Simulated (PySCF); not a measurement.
Radial density of Cl (chlorine, neutral)

UHF, [Ne] 3s1 3p6, 2S determinant (an excited configuration). Calculation: PySCF 2.14, in aug-cc-pVDZ-DK (5s4p2d, 27 functions); scalar relativity by spin-free X2C-1e.

```csv
r (bohr),4πr²ρ (e/bohr),4πr²(ρα − ρβ)
0.00127,0.07711,0.0003
0.00213,0.2059,0.0008
0.00358,0.5259,0.0019
0.00603,1.315,0.0048
0.0101,3.136,0.0113
0.0171,6.855,0.0244
0.0287,12.86,0.0438
0.0482,18.71,0.0558
0.0811,18.44,0.0360
0.136,13.54,0.0394
0.230,16.84,0.1949
0.386,17.82,0.1548
0.650,6.138,0.0818
1.09,3.924,0.9627
1.84,3.550,0.5323
3.09,0.7297,-0.0672
5.20,0.02502,-0.0117
8.74,0.0001974,-0.0002
```

Densities and radii are taken from the X2C orbitals without a picture-change correction, which distorts them close to the nucleus.

**Question.** Where is the radial spin density 4πr²(ρα − ρβ) most negative, and why is it negative at all?

**Answer.** Around r = 3.09 bohr, down to -0.0672 e/bohr: exchange with the open shell polarises the paired shells in an unrestricted calculation.
